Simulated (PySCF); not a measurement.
Vertical excitations of a molecule C₅H₈ from TDDFT-PBE/def2-SVPD run with PySCF, as energy in eV (oscillator strength): 5.95 (0.002), 6.48 (0.164), 6.74 (0.002), 6.80 (0.007), 7.07 (0.043), 7.46 (0.013), 7.55 (0.000), 7.76 (0.000), 7.86 (0.003), 7.94 (0.008). Lowest triplet (TDA): 4.27 eV. Geometry: B3LYP-D3(BJ)/def2-SVP. Other conformers were not sampled.

Task: Pick the molecule that these values belong to.
A. C=C1CCC1
B. C1=CCCC1
C. C=C=C(C)C
D. C#CCCC

Result: B, C1=CCCC1
